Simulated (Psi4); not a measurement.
C2H6Zn, triplet, at a GFN2-xTB geometry (such geometries of metal compounds can be far from the true shape) (a higher spin typed on purpose: for a closed-shell molecule this is an excited state), atoms displaced at random by about 0.08 Å a coordinate; B3LYP/6-31G, gradient (Psi4 1.11).

The Psi4 input:
```
memory 2 GB

molecule {
0 3
  Zn    0.27700238   -0.49438653    0.37596238
  C     0.69298002    0.85933654   -1.48467978
  H     1.52006053    0.50797879   -2.06303420
  H     1.05417967    1.85630549   -1.06730637
  H    -0.35674511    1.08167095   -2.18614287
  C    -1.73872528    0.66717863    0.53305841
  H    -2.46983755    0.31168181   -0.22710291
  H    -1.53036322    1.81206099    0.33369216
  H    -2.08512855    0.30328647    1.44276467
symmetry c1
no_reorient
no_com
}

set basis 6-31g
set reference uks

gradient('b3lyp')
print_variables()
```

What the program printed (banner, timings and long lists left out):

```
gradient() will perform analytic gradient computation.

   => Loading Basis Set <=

    Name: 6-31G
    Role: ORBITAL
    Keyword: BASIS

         ---------------------------------------------------------
                                   SCF
               by Justin Turney, Rob Parrish, Andy Simmonett
                          and Daniel G. A. Smith
                              UKS Reference
         ---------------------------------------------------------

  ==> Geometry <==

    Molecular point group: c1
    Full point group: C1

    Geometry (in Angstrom), charge = 0, multiplicity = 3:

       Center              X                  Y                   Z               Mass
    ------------   -----------------  -----------------  -----------------  -----------------
         ZN           0.277002380000    -0.494386530000     0.375962380000    63.929142010000
         C            0.692980020000     0.859336540000    -1.484679780000    12.000000000000
         H            1.520060530000     0.507978790000    -2.063034200000     1.007825032230
         H            1.054179670000     1.856305490000    -1.067306370000     1.007825032230
         H           -0.356745110000     1.081670950000    -2.186142870000     1.007825032230
         C           -1.738725280000     0.667178630000     0.533058410000    12.000000000000
         H           -2.469837550000     0.311681810000    -0.227102910000     1.007825032230
         H           -1.530363220000     1.812060990000     0.333692160000     1.007825032230
         H           -2.085128550000     0.303286470000     1.442764670000     1.007825032230

  Running in c1 symmetry.

  Rotational constants: A =      0.23684  B =      0.19774  C =      0.11261 [cm^-1]
  Rotational constants: A =   7100.41903  B =   5927.96026  C =   3375.85417 [MHz]
  Nuclear repulsion =  145.740544485115549

  Charge       = 0
  Multiplicity = 3
  Electrons    = 48
  Nalpha       = 25
  Nbeta        = 23

  ==> Algorithm <==

  SCF Algorithm Type is DF.
  DIIS enabled.
  MOM disabled.
  Fractional occupation disabled.
  Guess Type is SAD.
  Energy threshold   = 1.00e-08
  Density threshold  = 1.00e-08
  Integral threshold = 1.00e-12

  ==> Primary Basis <==

  Basis Set: 6-31G
    Blend: 6-31G
    Number of shells: 33
    Number of basis functions: 59
    Number of Cartesian functions: 59
    Spherical Harmonics?: false
    Max angular momentum: 2

  ==> DFT Potential <==

   => LibXC <=

    Version 7.1.2
[...]
  @DF-UKS Final Energy: -1858.76743531431566
    Total Energy =                      -1858.7674353143156623
[...]

    Version 7.1.2
    S. Lehtola, C. Steigemann, M. J. T. Oliveira, and M. A. L. Marques,  SoftwareX 7, 1–5 (2018) (10.1016/j.softx.2017.11.002)

   => Composite Functional: B3LYP <=

    B3LYP Hyb-GGA Exchange-Correlation Functional

    P. J. Stephens, F. J. Devlin, C. F. Chabalowski, and M. J. Frisch,  J. Phys. Chem. 98, 11623 (1994) (10.1021/j100096a001)

    Deriv               =              1
    GGA                 =           TRUE
    Meta                =          FALSE

    Exchange Hybrid     =           TRUE
    MP2 Hybrid          =          FALSE

   => Exchange Functionals <=

    0.0800   Slater exchange
    0.7200         Becke 88

   => Exact (HF) Exchange <=

    0.2000               HF

   => Correlation Functionals <=

    0.1900   Vosko, Wilk & Nusair (VWN5_RPA)
    0.8100   Lee, Yang & Parr

   => LibXC Density Thresholds  <==

    XC_HYB_GGA_XC_B3LYP:  1.00E-15

   => Molecular Quadrature <=

    Radial Scheme          =       TREUTLER
    Pruning Scheme         =           NONE
    Nuclear Scheme         =       TREUTLER

    Blocking Scheme        =         OCTREE
    BS radius alpha        =              1
    Pruning alpha          =              1
    Radial Points          =             75
    Spherical Points       =            302
    Total Points           =         195617
    Total Blocks           =           1505
    Max Points             =            255
    Max Functions          =             58
    Weights Tolerance      =       1.00E-15

  -Total Gradient:
     Atom            X                  Y                   Z
    ------   -----------------  -----------------  -----------------
       1        0.009263487249    -0.018023155696     0.016568114489
       2        0.056447913963    -0.047962401324     0.013888137663
       3       -0.007762560854     0.020324357294     0.011245455754
       4        0.015513240786     0.020524787667     0.000343604678
       5       -0.060705876747     0.017621534757    -0.041377610157
       6       -0.007220965313    -0.040893421886     0.062037560471
       7       -0.014902766101    -0.001200713830     0.000515872190
       8        0.005555941990     0.047238253907    -0.018562692409
       9        0.003809812100     0.002352178398    -0.044614826149

  Variable Map:
  ----------------------------------------------------------------------------
[...]
  Array Variable Map:
  ----------------------------------------------------------------------------
[...]
[...]
```
